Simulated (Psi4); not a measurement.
Psi4 input (wB97X-D/6-311+G**):

```
memory 1500 MB

molecule {
-1 1
N     0.89819675   -0.79076357   -0.08377368
C    -0.28056431   -0.22367917    0.05090285
O    -0.63522249    0.98571426    0.03683495
H     1.57052150   -0.02489384   -0.21783311
H    -1.09273298   -0.98340020    0.20415215
symmetry c1
no_reorient
no_com
}

set {
  basis 6-311+G**
  reference rks
  scf_type pk
  dft_radial_points 99
  dft_spherical_points 590
  e_convergence 1e-8
  d_convergence 1e-7
  maxiter 150
}

e = energy('wb97x-d')
print_out(f'\nFINAL {e:.10f} DIPOLE {variable("CURRENT DIPOLE")[0]:.6f} {variable("CURRENT DIPOLE")[1]:.6f} {variable("CURRENT DIPOLE")[2]:.6f}\n')
```

From the last part of the output:

```
       4A     -0.882987     5A     -0.725545     6A     -0.449122
       7A     -0.306094     8A     -0.298261     9A     -0.248278
      10A     -0.149316    11A     -0.107039    12A     -0.095728

    Virtual:

      13A      0.230134    14A      0.236079    15A      0.254372
      16A      0.260332    17A      0.326457    18A      0.344700
      19A      0.375809    20A      0.401782    21A      0.417293
      22A      0.432071    23A      0.462064    24A      0.473392
      25A      0.487794    26A      0.513693    27A      0.543699
      28A      0.690104    29A      0.714911    30A      0.782222
      31A      0.824423    32A      0.844603    33A      0.936294
      34A      0.964656    35A      1.097614    36A      1.119954
      37A      1.133666    38A      1.163871    39A      1.383967
      40A      1.398693    41A      1.417955    42A      1.455450
      43A      1.503236    44A      1.554870    45A      1.707823
      46A      1.730434    47A      1.778487    48A      1.926112
      49A      1.960398    50A      2.107175    51A      2.149087
      52A      2.224137    53A      2.411921    54A      2.617934
      55A      2.668716    56A      2.703992    57A      2.855701
      58A      2.883218    59A      3.033104    60A      3.096709
      61A      3.138879    62A      3.227402    63A      3.234694
      64A      3.442399    65A      3.599295    66A      3.640324
      67A      3.798421    68A      3.911843    69A      4.226181
      70A      4.245682    71A      4.680687    72A      5.117443
      73A      5.367264    74A      5.465527    75A      6.036575
      76A     24.240905    77A     35.953789    78A     50.310531

    Final Occupation by Irrep:
              A
    DOCC [    12 ]
    NA   [    12 ]
    NB   [    12 ]

  @RKS Final Energy:  -169.30404129647536

   => Energetics <=

    Nuclear Repulsion Energy =             63.6254742132093725
    One-Electron Energy =                -362.4572874749734410
    Two-Electron Energy =                 144.6822672986331781
    DFT Exchange-Correlation Energy =     -15.1540990518130929
    Empirical Dispersion Energy =          -0.0003962815313925
    VV10 Nonlocal Energy =                  0.0000000000000000
    Total Energy =                       -169.3040412964753614

Computation Completed

Properties will be evaluated at   0.000000,   0.000000,   0.000000 [a0]

Properties computed using the SCF density matrix

 Multipole Moments:

 ------------------------------------------------------------------------------------
     Multipole            Electronic (a.u.)      Nuclear  (a.u.)        Total (a.u.)
 ------------------------------------------------------------------------------------

 L = 1.  Multiply by 2.5417464519 to convert [e a0] to [Debye]
 Dipole X            :         -0.1089470           -0.0000000           -0.1089470
 Dipole Y            :          0.0495917            0.0000001            0.0495918
 Dipole Z            :          0.0125958           -0.0000000            0.0125957
 Magnitude           :                                                    0.1203638

 ------------------------------------------------------------------------------------

FINAL -169.3040412965 DIPOLE -0.108947 0.049592 0.012596

*** Psi4 exiting successfully. Buy a developer a beer!
```

The dipole moment of an ion depends on the origin.
